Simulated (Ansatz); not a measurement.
C14H18, SMILES C=C(/C=C/c1ccccc1)C(C)(C)C.

Geometry: PBE0-D3(BJ)/def2-SVP. One conformer was computed; it need not be the lowest.

Two levels are set side by side: PBE-D3(BJ)/def2-SVP (Ansatz, an electronic-structure program) and PBE0-D3(BJ)/def2-SVP (Ansatz). Each state was relaxed at each level; gas phase, no zero-point terms. Differences are taken from unrounded values.

```
quantity                               PBE0-D3(BJ)
-------------------------------------  -----------
ionisation energy, vertical (eV)              7.49
ionisation energy, adiabatic (eV)             7.33
ionisation energy, four-point λ (meV)          321
T1 energy, vertical (eV)                      2.60
T1 energy, adiabatic (eV)                     2.01
T1 energy, four-point λ (meV)                 1155
```

Question: What does PBE-D3(BJ) give, and how far is it from PBE0-D3(BJ)? (Estimate from the structure and the level; the computed values follow.)

Answer: 
| quantity | PBE-D3(BJ) | PBE-D3(BJ) minus PBE0-D3(BJ) |
|---|---|---|
| ionisation energy, vertical (eV) | 7.32 | -0.17 |
| ionisation energy, adiabatic (eV) | 7.21 | -0.12 |
| ionisation energy, four-point λ (meV) | 220 | -101 |
| T1 energy, vertical (eV) | 2.43 | -0.17 |
| T1 energy, adiabatic (eV) | 1.89 | -0.12 |
| T1 energy, four-point λ (meV) | 2819 | 1664 |

PBE spreads the added charge or spin over more of the molecule, so the geometry relaxes less. Differences between two approximate levels are no errors against the true value.
